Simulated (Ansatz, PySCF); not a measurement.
Gas-phase reaction in SMILES: [H][H] (H2) -> 2 H atom (the H-H bond at the site shown breaks; other sites are not compared here)
Structures are relaxed separately at B3LYP-D3(BJ)/def2-TZVP in Ansatz (a program for electronic structure).

Wanted: bond dissociation energy (enthalpy at 298 K, with B3LYP-D3(BJ) rigid-rotor harmonic-oscillator terms from PySCF), in eV. UHF or UKS for open shells. No spin-orbit coupling. Non-relativistic. CBS marks a two-point X^-3 extrapolation of the correlation energy; Hartree-Fock from the larger set (for Q and 5 zeta extrapolated as (X+1)exp(-9√X)).

| level | program | bond dissociation energy (eV) |
|---|---|---|
| PBE/def2-TZVPD | Ansatz | ___ |
| BP86/def2-TZVPD | PySCF | ___ |
| M06-L/def2-TZVPD | PySCF | 4.25 |
| r2SCAN/def2-TZVPD | Ansatz | 4.42 |
| r2SCAN-D3(BJ)/def2-TZVPD | Ansatz + dftd3 | 4.42 |
| PW6B95/def2-TZVPD | PySCF | ___ |
| CAM-B3LYP/def2-TZVPD | Ansatz | ___ |
| wB97M-V/def2-TZVPD | Ansatz | 4.46 |
| CCSD/6-31G* | Ansatz | 3.99 |
| CCSD/cc-pVDZ | Ansatz | 4.25 |
| CCSD/cc-pVTZ | Ansatz | 4.46 |
| CCSD/cc-pV5Z | Ansatz | 4.51 |
| CCSD(T)/CBS(cc-pVQZ,cc-pV5Z) | Ansatz | 4.51 |

What belongs in the gaps?


- PBE/def2-TZVPD, bond dissociation energy (eV): 4.30
- BP86/def2-TZVPD, bond dissociation energy (eV): 4.59
- PW6B95/def2-TZVPD, bond dissociation energy (eV): 4.45
- CAM-B3LYP/def2-TZVPD, bond dissociation energy (eV): 4.49
